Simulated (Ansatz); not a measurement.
Frontier orbitals of C3H6AlNO, SMILES `C=[N][Al]1[CH2]C[O]1`.

```xyz
12

C     1.1876   -2.8060   -0.9696
N     0.6634   -1.7295   -0.6360
Al   -0.0460   -0.2206   -0.1413
C     0.2000    1.4278    0.8547
C    -1.2377    1.6549    0.3312
O    -1.5803    0.4874   -0.4503
H     1.7817   -2.9158   -1.8909
H     1.0921   -3.7240   -0.3679
H     0.9265    2.1521    0.4867
H     0.2738    1.3714    1.9407
H    -1.3039    2.5422   -0.3063
H    -1.9575    1.7600    1.1490
```

The species carries charge 0 and has multiplicity 1. The structure was optimised at the PBE0-D4/def2-TZVP level. It is one conformer, not always the lowest. Basis def2-TZVPP, Ansatz 0.2.0.

Orbital energies of one run (eV). Highest occupied ones, from the top: -7.01, -7.79, -7.85, -8.43, -10.28, -10.46, -11.45, -12.78, -13.19, -13.55, -13.82, -16.94, -17.82, -20.68. Empty: -1.21, 0.45, 0.61, 2.03, 2.22, 2.56.

(1) Which functional gave them?
A. HSE06 (plane-wave form)
B. CAM-B3LYP
C. r2SCAN0
D. B3LYP

Results:

(1) C. HOMO energies: r2SCAN0 -7.01, HSE06 -6.43, B3LYP -6.62, CAM-B3LYP -8.23 eV.

B3LYP here is the variant with VWN-RPA as its local correlation; programs differ in this.
